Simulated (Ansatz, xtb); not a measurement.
**Ligand exchange: GeH3Cl + SiH3Cl → SiH3(GeH3) + Cl2**

Gas-phase species: GeH3Cl (chlorogermane) `[Cl][GeH3]`, singlet; SiH3Cl `[SiH3]Cl`, singlet; SiH3(GeH3), singlet; Cl2 (chlorine), singlet. The partners trade Cl for SiH3: Ge–Cl and Cl–SiH3 bonds give way to Ge–SiH3 and Cl–Cl.

Shapes, held fixed at every level: PBE0-D4/def2-TZVP. Programs: Ansatz 0.2.0, xtb 6.7.1. The zero-point and thermal change to 298 K, harmonic and unscaled (PBE0-D4/def2-TZVP), is -3.0 kJ/mol.

| level | kind | ΔH(298 K) (kJ/mol) | less CCSD(T)/def2-TZVPP |
| --- | --- | --- | --- |
| GFN0-xTB | semi-empirical | +222.0 | -94.1 |
| PBE-D4/def2-TZVPP | GGA | +285.0 | -31.1 |
| r2SCAN-D4/def2-TZVPP | meta-GGA | +312.9 | -3.2 |
| B3LYP-D4/def2-TZVPP | global hybrid | +304.1 | -12.0 |
| r2SCAN0-D4/def2-TZVPP | global hybrid | +321.5 | +5.4 |
| wB97M-V/def2-TZVPP | range-separated hybrid | +315.4 | -0.7 |
| B2PLYP/def2-TZVPP | double hybrid | +317.6 | +1.5 |
| MP2/def2-SVP | perturbation theory | +341.8 | +25.7 |
| CCSD(T)/def2-TZVPP | coupled cluster or CI | +316.1 | 0.0 |

The highest level, CCSD(T)/def2-TZVPP, gives ΔH(298 K) = +316.1 kJ/mol; the levels span +222.0 to +341.8. GFN0-xTB strays far from the other rows. The column of differences is taken from that level and isn't an error. No measured value is set beside it here. Relativity is left out for Ge. Outer-core shells of Ge are correlated, in sets that cover them unevenly.
